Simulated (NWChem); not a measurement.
System: C$_{2}$H$_{5}$O$_{2}$, doublet; SMILES OC[CH]O

```xyz
9

O      0.5006    -1.3741    -0.2259
C     -0.5977    -0.6878     0.2404
C     -0.5946     0.7465    -0.1616
O      0.6066     1.4146     0.1905
H      0.4671    -2.2896     0.1032
H     -1.5409    -1.2485     0.3781
H     -0.7856     0.8362    -1.2711
H     -1.4396     1.2659     0.3384
H      1.3242     0.8006    -0.0566
```
Atoms are numbered in this order, from 1.

Program: NWChem. Spin-unrestricted. Structure relaxed at the PBE-D3(BJ)/def2-SVP, spin-unrestricted level. No stability test was run on the SCF state. Vzz is the largest principal value of the second derivative of the potential at the nucleus (NWChem prints the opposite sign); η is the asymmetry. Non-relativistic.

Task: Predict the results for PBE0/def2-TZVP. Quantities: Vzz O1 (a.u.); η O1; Vzz O4 (a.u.); η O4.

Result: The vzz O1 (a.u.) is 1.544 and the η O1 is 0.91. The vzz O4 (a.u.) is -1.924. The η O4 comes out as 0.80.
